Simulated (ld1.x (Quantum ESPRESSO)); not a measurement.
An all-electron radial function and its pseudo partner (H)

Columns: radius, all-electron u(r) and pseudo u(r) of the 1s shell (level -6.49 eV) of hydrogen in the configuration 1s1; PBE, scalar-relativistic, PAW scheme, ld1.x (Quantum ESPRESSO) 7.5.

| r (bohr) | all-electron | pseudo |
| --- | --- | --- |
| 0.046 | 0.0843 | 0.0671 |
| 0.092 | 0.1609 | 0.1334 |
| 0.138 | 0.2303 | 0.1978 |
| 0.184 | 0.2930 | 0.2597 |
| 0.230 | 0.3495 | 0.3182 |
| 0.276 | 0.4002 | 0.3728 |
| 0.322 | 0.4455 | 0.4231 |
| 0.368 | 0.4859 | 0.4687 |
| 0.414 | 0.5217 | 0.5094 |
| 0.460 | 0.5533 | 0.5453 |
| 0.506 | 0.5810 | 0.5764 |
| 0.552 | 0.6052 | 0.6031 |
| 0.598 | 0.6260 | 0.6255 |
| 0.644 | 0.6438 | 0.6442 |
| 0.690 | 0.6589 | 0.6596 |
| 0.736 | 0.6714 | 0.6720 |
| 0.782 | 0.6815 | 0.6819 |
| 0.828 | 0.6896 | 0.6897 |
| 0.874 | 0.6956 | 0.6956 |
| 0.920 | 0.6999 | 0.6999 |
| 0.966 | 0.7025 | 0.7025 |
| 1.012 | 0.7036 | 0.7036 |
| 1.058 | 0.7034 | 0.7034 |
| 1.104 | 0.7019 | 0.7019 |
| 1.150 | 0.6993 | 0.6993 |
| 1.196 | 0.6957 | 0.6957 |

(1) How many radial nodes do the two functions have?

(2) At about which radius was the pseudo-wave matched?

(3) Where does each function peak?

(4) Is the pseudo-wave norm-conserving?

## Answers

(1) The all-electron 1s function has n − l − 1 = 0; the pseudo-wave has 0.

(2) 0.92 bohr. The columns agree to 0.0005 from 0.78 bohr on; several derivatives are matched, so the curves merge somewhat inside the radius.

(3) Outermost all-electron maximum near 1.01 bohr, pseudo maximum near 1.01 bohr (to the table’s step).

(4) No, it belongs to a PAW set: the norm inside the radius is not constrained, and the difference is carried by the augmentation charge.
